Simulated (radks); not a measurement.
The numbers below are computed, except where a source is named.
H I, 1 electrons, occupied as 1s1 (the NIST ground configuration). Level of theory: Dirac Kohn-Sham, SOGGA, spin-unpolarised, spherical densities, finite nucleus; Gaussian nuclear charge, rms radius 0.8783 fm (a radial shooting solver on a logarithmic mesh with Libxc functionals).

X-ray form factor f0, the Fourier transform of the density (f0(0) = 1):

sin(theta)/lambda (1/angstrom)  f0 (electrons)
0.05                                     0.934
0.1                                      0.775
0.15                                     0.591
0.2                                      0.430
0.25                                     0.306
0.3                                      0.217
0.4                                      0.112
0.5                                      0.061
0.6                                      0.035
0.8                                      0.013
1                                        0.006
1.25                                     0.003
1.5                                      0.001
2                                        0.000
